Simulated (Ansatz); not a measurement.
Gas-phase electronic energies from Ansatz, PBE0-D4/def2-TZVP geometries. CBS: MP2 limit from def2 TZ/QZ plus the TZ coupled-cluster correction, frozen cores. This one scheme is used for every species. Functionals use def2-TZVPP. B3LYP here is the variant with VWN-RPA as its local correlation; programs differ in this. HSE06 is defined as in plane-wave codes. For Ge outer-core shells are correlated without core-valence functions, which leaves a few kJ/mol of doubt a bond. Scalar relativity is left out up to krypton. One conformer a species, not always the lowest.

Consider the ligand exchange at a B–O bond: `NB(Cl)[O][GeH3]` + H₂S → `NB(S)Cl` + `[OH][GeH3]`.

(1) Is it downhill or uphill in electronic energy at CCSD(T)/CBS, and by how much? (An estimate is asked.)

(2) What do these levels give: PBE-D4, PBE0-D4, B3LYP-D4, HSE06-D4, revPBE, BLYP, r2SCAN, PBE0, RPA@PBE/def2-TZVPP, HF/def2-SVP, MP2/def2-TZVPP, SCS-MP2/def2-QZVPP? (Estimate.)

Largest T1 diagnostic among the species: 0.012.

Answers

(1) Computed: Uphill: ΔE = +0.63 eV.

(2) Ansatz gave: PBE-D4 0.51, PBE0-D4 0.56, B3LYP-D4 0.65, HSE06-D4 0.56, revPBE 0.46, BLYP 0.59, r2SCAN 0.59, PBE0 0.55, RPA@PBE/def2-TZVPP 0.66, HF/def2-SVP 0.86, MP2/def2-TZVPP 0.60, SCS-MP2/def2-QZVPP 0.62 eV.

Leaving LDA and LC-ωPBE aside and taking each functional with its dispersion term where it has one, the values, not all of them listed here, spread over 0.23 eV, from revPBE-D4 to BHLYP-D4. LDA lies +0.09 eV from PBE without D4. At CCSD(T), def2-SVP lies +0.11 eV from the extrapolated value and def2-TZVPP +0.03 eV.
